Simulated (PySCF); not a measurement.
difluorogermane, F₂GeH₂, SMILES [F][GeH2][F], point group C2v.

Force field and properties: B3LYP/pcSseg-1 (PySCF, grid level 2). Vibrational terms come from second-order perturbation theory with semi-diagonal cubic constants, by steps of ±0.6 along the normal coordinates of each isotopologue. The parent has the commonest isotopes.

Equilibrium geometry (Å):

| atom | x | y | z |
| --- | --- | --- | --- |
| F1 | -1.1484 | 1.2013 | -0.2235 |
| Ge2 | -0.0167 | -0.1102 | -0.0086 |
| F3 | 1.5529 | 0.6452 | 0.1039 |
| H4 | -0.0400 | -0.9581 | -1.2775 |
| H5 | -0.3134 | -0.7668 | 1.3370 |

(1) Give the equilibrium and ground-state rotational constants (MHz) of parent; ²H at 4; ⁷⁶Ge at 2; ²H at 4, ²H at 5; ⁷⁶Ge at 2, ²H at 4.

(2) How is the parent's vibrational correction B0 − Be made up?

(3) And its quartic centrifugal distortion constants from the harmonic force field?

A mode lies under 250 cm⁻¹, where this perturbation treatment is rough.

Results:

(1) 
| species | Ae | Be | Ce | A0 | B0 | C0 | Δ0 (u Å²) | harmonic ZPE (cm⁻¹) |
| --- | --- | --- | --- | --- | --- | --- | --- | --- |
| parent | 14822 | 6582.8 | 4865.6 | 14761 | 6575.2 | 4845.8 | -6.806 | 4485 |
| ²H at 4 | 13638 | 6444.4 | 4804.9 | 13586 | 6434.7 | 4785.9 | -10.142 | 3970 |
| ⁷⁶Ge at 2 | 14724 | 6582.8 | 4855 | 14665 | 6575.2 | 4835.2 | -6.804 | 4482 |
| ²H at 4, ²H at 5 | 12627 | 6296.2 | 4754.2 | 12582 | 6285 | 4735.7 | -13.863 | 3454 |
| ⁷⁶Ge at 2, ²H at 4 | 13560 | 6444.2 | 4795.2 | 13508 | 6434.6 | 4776.3 | -10.144 | 3967 |

Δ0 = Ic − Ia − Ib from the ground-state constants.

(2) 
| axis | harmonic | Coriolis | cubic | total (MHz) |
| --- | --- | --- | --- | --- |
| a | 66.6 | -7.52 | -119 | -60.4 |
| b | 15.9 | -1.11 | -22.4 | -7.63 |
| c | 4.11 | -1.34 | -22.6 | -19.8 |

(3) Asymmetric top, A reduction, Ir representation: ΔJ = 6.91 kHz, ΔJK = -46 kHz, ΔK = 174 kHz, δJ = 2.77 kHz, δK = 4.68 kHz.
